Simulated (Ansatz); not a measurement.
Geometry optimisation, RKS PBE0-D4/def2-SVP (Ansatz 0.2.0).

Input:

```yaml
crystal:
  periodic: [false, false, false]
  atoms:
    - { symbol: Ga, position_ang: [-0.1983, 0.2826, -0.0007] }
    - { symbol: S, position_ang: [1.7472, -1.4392, -0.5307] }
    - { symbol: C, position_ang: [0.8532, 0.3494, 1.7284] }
    - { symbol: H, position_ang: [1.6897, -0.4909, 1.0024] }
    - { symbol: C, position_ang: [-1.5503, 0.5981, -1.5333] }
    - { symbol: H, position_ang: [1.1382, -2.3688, 0.2044] }
    - { symbol: H, position_ang: [1.2835, 1.3029, 2.0295] }
    - { symbol: H, position_ang: [0.3853, -0.1439, 2.5814] }
    - { symbol: H, position_ang: [-0.9808, 0.7251, -2.4591] }
    - { symbol: H, position_ang: [-2.1826, -0.2876, -1.6425] }
    - { symbol: H, position_ang: [-2.1851, 1.4724, -1.3798] }
basis:
  gaussian: { orbitals: def2-SVP }
hamiltonian:
  xc: pbe0
  dispersion: d4
relax:
  f_tol: 0.15
  max_steps: 25
  restrain:
    - { distance: [3, 1], at: 1.36, k: 30.0 }
    - { distance: [0, 1], at: 3.57, k: 30.0 }
    - { distance: [3, 2], at: 2.37, k: 30.0 }
```

Run as:

```bash
$ ansatz run input.yaml --threads 2 --pin off --max-ram 3072MiB --backend cpu --events-out ev --progress --plain --runs-dir out
```

Problem. Where does it end, and by what steps?

Solution. The run converged. The restraints hold the end off the free minimum. The force dipped under the threshold on the way, but the program's further checks kept it going. After 13 steps the energy has risen by 0.653 eV (the restraints' own energy left out); H4 moved furthest, 0.83 Å. Parted: Ga1–S2. Joined: S2–H4.

```json
{"step": "0", "energy less start (eV)": "0.0000", "largest force component (eV/Å)": "2.465", "accepted": "yes"}
{"step": "1", "energy less start (eV)": "1.0976", "largest force component (eV/Å)": "3.317", "accepted": "yes"}
{"step": "2", "energy less start (eV)": "1.4028", "largest force component (eV/Å)": "3.526", "accepted": "yes"}
{"step": "3", "energy less start (eV)": "1.1030", "largest force component (eV/Å)": "1.492", "accepted": "yes"}
{"step": "4", "energy less start (eV)": "0.7912", "largest force component (eV/Å)": "1.050", "accepted": "yes"}
{"step": "5", "energy less start (eV)": "0.7322", "largest force component (eV/Å)": "0.235", "accepted": "yes"}
{"step": "6", "energy less start (eV)": "0.7103", "largest force component (eV/Å)": "0.184", "accepted": "yes"}
{"step": "7", "energy less start (eV)": "0.7063", "largest force component (eV/Å)": "0.628", "accepted": "yes"}
{"step": "8", "energy less start (eV)": "0.6765", "largest force component (eV/Å)": "0.209", "accepted": "yes"}
{"step": "9", "energy less start (eV)": "0.7009", "largest force component (eV/Å)": "0.551", "accepted": "no"}
{"step": "10", "energy less start (eV)": "0.6632", "largest force component (eV/Å)": "0.122", "accepted": "yes"}
{"step": "11", "energy less start (eV)": "0.6578", "largest force component (eV/Å)": "0.181", "accepted": "yes"}
{"step": "12", "energy less start (eV)": "0.6537", "largest force component (eV/Å)": "0.152", "accepted": "yes"}
{"step": "13", "energy less start (eV)": "0.6529", "largest force component (eV/Å)": "0.131", "accepted": "yes"}
```

```xyz
11
Properties=species:S:1:pos:R:3
Ga -0.588 0.604 0.296
S 1.808 -1.901 -0.531
C 0.590 0.659 1.659
H 1.832 -0.772 0.234
C -1.488 0.692 -1.417
H 1.429 -2.664 0.513
H 0.625 1.554 2.292
H 0.802 -0.274 2.199
H -0.755 0.703 -2.236
H -2.134 -0.192 -1.530
H -2.121 1.591 -1.479
```

Time of the run: 44 s on 2 threads of Arm Neoverse V2, on a shared host, peak memory 0.27 GiB.
